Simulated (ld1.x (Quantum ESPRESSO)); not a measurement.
**What one change does to a pseudopotential (tungsten (W), TM)**

```
Element                 : tungsten
Generator               : ld1.x (Quantum ESPRESSO) 7.5
Type                    : norm-conserving Troullier–Martins (Kleinman–Bylander form)
Functional              : PBEsol
Relativity              : scalar-relativistic
Frozen core             : [Xe] 4f14
Valence charge          : 6
Reference configuration : 5d4 6s1.5 6p0 (charge +0.5)
Partial waves           : 6p (bound, empty): rc 2.70 bohr; 5d (bound): rc 2.15 bohr; 6s (bound): rc 2.05 bohr
Local potential         : the s channel
Core correction         : none
```

Change: all radii scaled by about 1.13 (s 2.32, p 3.06, d 2.44 bohr).

Cutoffs: the cutoffs (Ry, on a coarse ladder) from which the occupation-weighted sum of valence levels, in a spherical-Bessel basis at the reference potential, stays within 10 and 1 mRy of its value at 400 Ry; they do not see the model core or the augmentation charge, which bear on the density cutoff. Errors are all-electron minus pseudo energies relative to the spin-unpolarised reference configuration.

Problem. How do hardness, ghosts and transferability respond?

Solution. The potential gets softer (30 Ry and 45 Ry → 30 Ry and 35 Ry); of the 7 tests that both files solve, the error grows in 3 and shrinks in 4 by more than 15 % and 0.3 meV (median size 10.9 → 3.7 meV); neither file shows a bound ghost. A larger radius leaves more room for a smooth pseudo-wave, so fewer plane waves are needed.

| quantity | base | changed |
| --- | --- | --- |
| cutoff, loose | 30 Ry | 30 Ry |
| cutoff, tight | 45 Ry | 35 Ry |
| loose cutoff by channel (10 mRy a level) | d 25 Ry, s 15 Ry | d 25 Ry, s 6 Ry |
| bound ghosts | none | none |
| error for 5d4 6s2 6p0, meV [ΔE -3.65 eV] | +1.4 | +0.7 |
| error for 5d4 6s1 6p0, meV [ΔE 5.27 eV] | -1.4 | -2.3 |
| error for 5d4 6s0 6p0, meV [ΔE 20.97 eV] | +11 | +3.7 |
| error for 5d5 6s0 6p0, meV [ΔE 6.07 eV] | -14 | -32 |
| error for 5d3 6s2 6p0, meV [ΔE 5.22 eV] | +11 | -18 |
| error for 5d2 6s0 6p0, meV [ΔE 83.60 eV] | -134 | -89 |
| error for 5d4 6s0 6p1, meV [ΔE 10.78 eV] | +3.6 | -2.3 |
